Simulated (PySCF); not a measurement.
This PySCF input asks for the NMR shieldings of SMILES NB(C#C)NCC=C, C5H9BN2; the geometry comes from GFN2-xTB.

```python
import basis_set_exchange as bse
import numpy as np
from pyscf import gto, dft
from pyscf.prop import nmr

atoms = """
C     2.245917    0.126132    1.887586
C     1.845903   -0.075015    0.772078
B     1.344026   -0.328406   -0.649848
N     2.247195   -0.230489   -1.724665
N     0.000365   -0.673574   -0.874492
C    -1.052422   -0.750715    0.113126
C    -2.072277    0.335261   -0.085896
C    -2.360231    1.259389    0.809843
H     2.596820    0.301919    2.863860
H     1.990022   -0.383782   -2.683149
H     3.217742   -0.009069   -1.601744
H    -0.331066   -0.813434   -1.817094
H    -0.597221   -0.660593    1.100912
H    -1.554075   -1.729434    0.046456
H    -2.561127    0.334994   -1.052797
H    -3.089834    2.030223    0.626070
H    -1.876735    1.278623    1.772469
"""
names = dict.fromkeys(["C", "B", "N", "H"], "pcSseg-1")
basis = {el: gto.basis.parse(bse.get_basis(n, elements=[el], fmt="nwchem")) for el, n in names.items()}
mol = gto.M(atom=atoms, basis=basis, charge=0, verbose=0)
mf = dft.RKS(mol, xc="PBE0")
mf.grids.level = 2
mf.grids.alignment = dft.numint.BLKSIZE   # the property module wants whole blocks of grid points
mf.conv_tol = 1e-9
mf.kernel()

calc = nmr.RKS(mf)   # GIAO
C = mf.mo_coeff
Co = C[:, mf.mo_occ > 0]
resp = mf.gen_response(singlet=True, hermi=2)
def vind(x):   # induced exchange potential for any number of trial vectors
    d = np.einsum("pi,xij,qj->xpq", C, 2 * x.reshape(-1, C.shape[1], Co.shape[1]), Co, optimize=True)
    return np.einsum("xpq,pi,qj->xij", resp(d - d.transpose(0, 2, 1)), C, Co, optimize=True).ravel()
mo1, _ = nmr.rhf.solve_mo1(calc, with_cphf=vind)
sigma = calc.kernel(mo1)
for i, s in enumerate(sigma):   # ppm
    w = np.linalg.eigvalsh((s + s.T) / 2)
    print("%2d %-2s iso %8.1f  s11 %8.1f  s22 %8.1f  s33 %8.1f" % (i, mol.atom_pure_symbol(i), w.mean(), *w))
```

Question: What does it print?

Answer: 
```
 0 C  iso     89.0  s11     14.2  s22     16.3  s33    236.4
 1 C  iso     95.5  s11     -7.2  s22      0.6  s33    293.1
 2 B  iso     82.5  s11     52.6  s22     86.3  s33    108.6
 3 N  iso    198.3  s11    142.1  s22    205.6  s33    247.1
 4 N  iso    169.7  s11    106.3  s22    192.6  s33    210.1
 5 C  iso    133.6  s11    115.2  s22    133.8  s33    151.9
 6 C  iso     38.5  s11    -85.0  s22     49.4  s33    151.1
 7 C  iso     66.1  s11    -42.5  s22     81.2  s33    159.6
 8 H  iso     29.7  s11     24.8  s22     25.3  s33     39.0
 9 H  iso     29.6  s11     23.5  s22     27.3  s33     38.1
10 H  iso     29.2  s11     23.0  s22     26.8  s33     37.8
11 H  iso     29.4  s11     22.4  s22     30.8  s33     35.1
12 H  iso     27.5  s11     23.7  s22     29.2  s33     29.5
13 H  iso     27.9  s11     23.1  s22     27.1  s33     33.4
14 H  iso     25.7  s11     22.9  s22     25.5  s33     28.6
15 H  iso     26.5  s11     24.0  s22     25.5  s33     29.9
16 H  iso     26.3  s11     23.2  s22     25.6  s33     30.0
```

These numbers come from an equivalent density-fitted implementation of the same equations, which agrees with the script to about 0.01 ppm for H and up to a few tenths of a ppm for heavy atoms, so last digits may differ.

Size and cost of the density-fitted run: 181 basis functions, 49 s wall time on 1 thread of an Arm Neoverse N1, shared host; peak memory 0.82 GiB.
